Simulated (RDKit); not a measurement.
Input file for RDKit: UFF on NH3 (SMILES N).

```python
from rdkit import Chem
from rdkit.Chem import AllChem, rdDetermineBonds

blocks = [
'''4

N     0.11220842    0.46940911    3.01088509
H     0.14533620   -0.24276841    3.73133076
H     0.74133301    1.21857114    3.27592047
H    -0.83225254    0.83909615    2.96580820
''',
]
mol = None
for b in blocks:
    f = Chem.MolFromXYZBlock(b)
    rdDetermineBonds.DetermineBonds(f, charge=0)
    mol = f if mol is None else Chem.CombineMols(mol, f)
Chem.SanitizeMol(mol)
print(Chem.MolToSmiles(Chem.RemoveHs(mol)))
ff = AllChem.UFFGetMoleculeForceField(mol, vdwThresh=100.0, ignoreInterfragInteractions=False)
e = ff.CalcEnergy()
print(f'UFF energy {e:.6f} kcal/mol')
```

Program output:

```
N
UFF energy 1.595244 kcal/mol
```

The run finished.

Cost: about 0.010 core-seconds (a rough figure).
